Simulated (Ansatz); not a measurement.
Wavefunction ladder for `CO[SiH2]S[SiH3]`

Cartesian coordinates in Å:
```
C -0.137 -2.098 -0.448
O -0.666 -0.832 -0.120
Si -0.607 0.463 -1.124
S -0.901 2.207 0.042
Si 0.561 1.732 1.535
H -0.808 -2.643 -1.119
H 0.846 -2.014 -0.926
H -0.027 -2.670 0.474
H -1.689 0.447 -2.142
H 0.719 0.469 -1.799
H -0.001 0.852 2.587
H 1.730 1.067 0.903
H 0.979 3.021 2.139
```

Total charge 0; spin multiplicity 1. The geometry is a stationary point of PBE0-D4/def2-TZVP. It is one conformer, not always the lowest. Frozen core, restricted reference, Ansatz 0.2.0. CBS rows extrapolate triple and quadruple zeta; past MP2 they add the triple-zeta difference.

```tsv
basis	HF (Eh)	MP2 corr.	CCSD corr.	(T)	CCSD(T) total
def2-TZVPP	-1092.95677	-0.83862	-0.90269	-0.03522	-1093.89468
def2-QZVPP	-1092.99205	-0.90422	–	–	–
CBS(def2)	-1092.99691	-0.95281	-1.01688	as TZ	-1094.04901
```
